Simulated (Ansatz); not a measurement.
C₂H₆FNOSi, singlet, at a GFN2-xTB geometry, with bond 7-1 at 1.8 times its length; CASSCF(4,4)/6-31G (Ansatz, a quantum-chemistry and plane-wave program).

Here is a job for Ansatz.
Ansatz 0.2 input:
```yaml
crystal:
  periodic: [false, false, false]
  atoms:
    - {symbol: C, position_ang: [2.26828637, -0.16926553, 0.99428596]}
    - {symbol: C, position_ang: [1.45041006, -0.52835949, 0.01794842]}
    - {symbol: Si, position_ang: [-0.33954039, 0.00629151, -0.15932796]}
    - {symbol: N, position_ang: [-0.59233750, 1.46808897, 0.70725835]}
    - {symbol: O, position_ang: [-1.44814340, -1.09301857, 0.27869497]}
    - {symbol: F, position_ang: [-0.65344004, 0.11894460, -1.73986948]}
    - {symbol: H, position_ang: [1.69234422, 1.01503617, 2.41892949]}
    - {symbol: H, position_ang: [3.29070913, -0.51132531, 1.04840970]}
    - {symbol: H, position_ang: [1.83055357, -1.19030459, -0.75078883]}
    - {symbol: H, position_ang: [-1.53077446, 1.82863993, 0.77580040]}
    - {symbol: H, position_ang: [0.05793048, 2.22551423, 0.58531108]}
    - {symbol: H, position_ang: [-1.54288027, -1.34651068, 1.19115558]}
basis:
  gaussian:
    orbitals: 6-31G
hamiltonian:
  xc: hf
magnetization: {spin_polarized: false}
correlation: {active_space: {window: {electrons: 4, orbitals: 4}}}
```

Output, abridged:

```
Functional definition: HF
869 factors; integrals over basis functions are off by at most 2.8e-4 eV
mean field evaluation 1: about -16232.9178 eV, gradient 4.5e1 eV
mean field evaluation 2: about -16232.9246 eV, gradient 4.5e1 eV
mean field evaluation 4: about -16237.2273 eV, gradient 3.0e0 eV
mean field evaluation 8: about -16237.2659 eV, gradient 1.0e-1 eV
mean field -16237.26602941 eV, -596.7085205667 hartree, gradient 2.0e-6 eV, S^2 0.000000; 0 other end points of the search recorded, 0 dependent functions left out
reference -16237.26602941 eV, -596.7085205667 hartree; 28, 28 occupied and 42, 42 virtual orbitals, 869 factors
state -16239.59716459 eV, -596.7941882045 hartree
Total energy: -16239.59716459 eV, -596.7941882045 hartree
```
